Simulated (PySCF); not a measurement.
Potential energy curve for AgH, singlet.

- RKS-PBE = restricted PBE/def2-TZVP, def2 effective core potentials past Kr (PySCF 2.14.0)
- UKS-PBE = unrestricted PBE/def2-TZVP, def2 effective core potentials past Kr (PySCF)
- RKS-BHandHLYP = restricted BHandHLYP/def2-TZVP, def2 effective core potentials past Kr (PySCF 2.14.0)
- UCCSD(T) = CCSD(T) on UHF/def2-TZVP, def2 effective core potentials past Kr in PySCF

Energies relative to the lowest point of each curve near equilibrium, in kJ/mol; the last columns give the difference from UCCSD(T):

```json
[
 {"R / Å": "1.28", "RKS-PBE": "106.6", "UKS-PBE": "106.6", "RKS-BHandHLYP": "118.8", "UCCSD(T)": "103.3", "RKS-PBE − UCCSD(T)": "3.3", "UKS-PBE − UCCSD(T)": "3.3", "RKS-BHandHLYP − UCCSD(T)": "15.6"},
 {"R / Å": "1.39", "RKS-PBE": "38.6", "UKS-PBE": "38.6", "RKS-BHandHLYP": "46.9", "UCCSD(T)": "37.0", "RKS-PBE − UCCSD(T)": "1.6", "UKS-PBE − UCCSD(T)": "1.6", "RKS-BHandHLYP − UCCSD(T)": "9.9"},
 {"R / Å": "1.44", "RKS-PBE": "21.0", "UKS-PBE": "21.0", "RKS-BHandHLYP": "27.3", "UCCSD(T)": "19.9", "RKS-PBE − UCCSD(T)": "1.1", "UKS-PBE − UCCSD(T)": "1.1", "RKS-BHandHLYP − UCCSD(T)": "7.4"},
 {"R / Å": "1.53", "RKS-PBE": "3.8", "UKS-PBE": "3.8", "RKS-BHandHLYP": "6.8", "UCCSD(T)": "3.4", "RKS-PBE − UCCSD(T)": "0.4", "UKS-PBE − UCCSD(T)": "0.4", "RKS-BHandHLYP − UCCSD(T)": "3.4"},
 {"R / Å": "1.58", "RKS-PBE": "0.4", "UKS-PBE": "0.4", "RKS-BHandHLYP": "1.6", "UCCSD(T)": "0.2", "RKS-PBE − UCCSD(T)": "0.2", "UKS-PBE − UCCSD(T)": "0.2", "RKS-BHandHLYP − UCCSD(T)": "1.4"},
 {"R / Å": "1.62", "RKS-PBE": "0.0", "UKS-PBE": "0.0", "RKS-BHandHLYP": "0.0", "UCCSD(T)": "0.0", "RKS-PBE − UCCSD(T)": "0.0", "UKS-PBE − UCCSD(T)": "0.0", "RKS-BHandHLYP − UCCSD(T)": "0.0"},
 {"R / Å": "1.66", "RKS-PBE": "1.3", "UKS-PBE": "1.3", "RKS-BHandHLYP": "0.2", "UCCSD(T)": "1.4", "RKS-PBE − UCCSD(T)": "-0.1", "UKS-PBE − UCCSD(T)": "-0.1", "RKS-BHandHLYP − UCCSD(T)": "-1.2"},
 {"R / Å": "1.71", "RKS-PBE": "5.0", "UKS-PBE": "5.0", "RKS-BHandHLYP": "2.6", "UCCSD(T)": "5.2", "RKS-PBE − UCCSD(T)": "-0.2", "UKS-PBE − UCCSD(T)": "-0.2", "RKS-BHandHLYP − UCCSD(T)": "-2.6"},
 {"R / Å": "1.78", "RKS-PBE": "12.9", "UKS-PBE": "12.9", "RKS-BHandHLYP": "9.1", "UCCSD(T)": "13.1", "RKS-PBE − UCCSD(T)": "-0.1", "UKS-PBE − UCCSD(T)": "-0.1", "RKS-BHandHLYP − UCCSD(T)": "-4.0"},
 {"R / Å": "1.87", "RKS-PBE": "26.6", "UKS-PBE": "26.6", "RKS-BHandHLYP": "21.5", "UCCSD(T)": "26.4", "RKS-PBE − UCCSD(T)": "0.2", "UKS-PBE − UCCSD(T)": "0.2", "RKS-BHandHLYP − UCCSD(T)": "-4.9"},
 {"R / Å": "2.03", "RKS-PBE": "56.1", "UKS-PBE": "56.1", "RKS-BHandHLYP": "50.0", "UCCSD(T)": "54.3", "RKS-PBE − UCCSD(T)": "1.7", "UKS-PBE − UCCSD(T)": "1.7", "RKS-BHandHLYP − UCCSD(T)": "-4.3"},
 {"R / Å": "2.18", "RKS-PBE": "85.8", "UKS-PBE": "85.8", "RKS-BHandHLYP": "80.4", "UCCSD(T)": "83.3", "RKS-PBE − UCCSD(T)": "2.6", "UKS-PBE − UCCSD(T)": "2.6", "RKS-BHandHLYP − UCCSD(T)": "-2.9"},
 {"R / Å": "2.43", "RKS-PBE": "134.0", "UKS-PBE": "134.0", "RKS-BHandHLYP": "131.8", "UCCSD(T)": "127.3", "RKS-PBE − UCCSD(T)": "6.7", "UKS-PBE − UCCSD(T)": "6.7", "RKS-BHandHLYP − UCCSD(T)": "4.5"},
 {"R / Å": "2.69", "RKS-PBE": "178.1", "UKS-PBE": "176.5", "RKS-BHandHLYP": "181.5", "UCCSD(T)": "164.9", "RKS-PBE − UCCSD(T)": "13.2", "UKS-PBE − UCCSD(T)": "11.6", "RKS-BHandHLYP − UCCSD(T)": "16.6"},
 {"R / Å": "2.92", "RKS-PBE": "210.9", "UKS-PBE": "200.7", "RKS-BHandHLYP": "220.5", "UCCSD(T)": "189.4", "RKS-PBE − UCCSD(T)": "21.6", "UKS-PBE − UCCSD(T)": "11.4", "RKS-BHandHLYP − UCCSD(T)": "31.1"},
 {"R / Å": "3.25", "RKS-PBE": "248.5", "UKS-PBE": "219.8", "RKS-BHandHLYP": "267.7", "UCCSD(T)": "208.3", "RKS-PBE − UCCSD(T)": "40.2", "UKS-PBE − UCCSD(T)": "11.5", "RKS-BHandHLYP − UCCSD(T)": "59.4"},
 {"R / Å": "3.52", "RKS-PBE": "272.0", "UKS-PBE": "227.0", "RKS-BHandHLYP": "299.4", "UCCSD(T)": "214.5", "RKS-PBE − UCCSD(T)": "57.5", "UKS-PBE − UCCSD(T)": "12.5", "RKS-BHandHLYP − UCCSD(T)": "84.8"},
 {"R / Å": "3.92", "RKS-PBE": "297.5", "UKS-PBE": "231.3", "RKS-BHandHLYP": "336.5", "UCCSD(T)": "217.8", "RKS-PBE − UCCSD(T)": "79.6", "UKS-PBE − UCCSD(T)": "13.4", "RKS-BHandHLYP − UCCSD(T)": "118.7"},
 {"R / Å": "4.34", "RKS-PBE": "315.3", "UKS-PBE": "232.8", "RKS-BHandHLYP": "365.6", "UCCSD(T)": "218.9", "RKS-PBE − UCCSD(T)": "96.4", "UKS-PBE − UCCSD(T)": "13.9", "RKS-BHandHLYP − UCCSD(T)": "146.7"},
 {"R / Å": "4.85", "RKS-PBE": "328.7", "UKS-PBE": "233.4", "RKS-BHandHLYP": "390.9", "UCCSD(T)": "219.3", "RKS-PBE − UCCSD(T)": "109.5", "UKS-PBE − UCCSD(T)": "14.1", "RKS-BHandHLYP − UCCSD(T)": "171.6"},
 {"R / Å": "5.64", "RKS-PBE": "339.5", "UKS-PBE": "233.6", "RKS-BHandHLYP": "415.9", "UCCSD(T)": "219.4", "RKS-PBE − UCCSD(T)": "120.0", "UKS-PBE − UCCSD(T)": "14.2", "RKS-BHandHLYP − UCCSD(T)": "196.5"},
 {"R / Å": "6.43", "RKS-PBE": "344.1", "UKS-PBE": "233.7", "RKS-BHandHLYP": "430.8", "UCCSD(T)": "219.5", "RKS-PBE − UCCSD(T)": "124.7", "UKS-PBE − UCCSD(T)": "14.2", "RKS-BHandHLYP − UCCSD(T)": "211.3"}
]
```

RKS-PBE is furthest from UCCSD(T) at 6.43 (124.7 kJ/mol, above); its mean absolute difference over the points is 30.9 kJ/mol.

UKS-PBE is furthest from UCCSD(T) at 6.43 (14.2 kJ/mol, above); its mean absolute difference over the points is 6.1 kJ/mol.

RKS-BHandHLYP is furthest from UCCSD(T) at 6.43 (211.3 kJ/mol, above); its mean absolute difference over the points is 49.9 kJ/mol.

At the longest distance RKS-PBE, RKS-BHandHLYP leaves fractional charges on the fragments, a sign of delocalisation error or of the restricted form. The restricted form behind RKS-PBE, RKS-BHandHLYP keeps the bonding electrons paired and can't separate into open-shell fragments. The unrestricted determinant behind UKS-PBE is spin-contaminated at 2.69 to 6.43 Å (<S²> up to 1.0, against 0.00 for a pure singlet). The unrestricted determinant behind UCCSD(T) is spin-contaminated at 2.18 to 6.43 Å (<S²> up to 1.0, against 0.00 for a pure singlet).
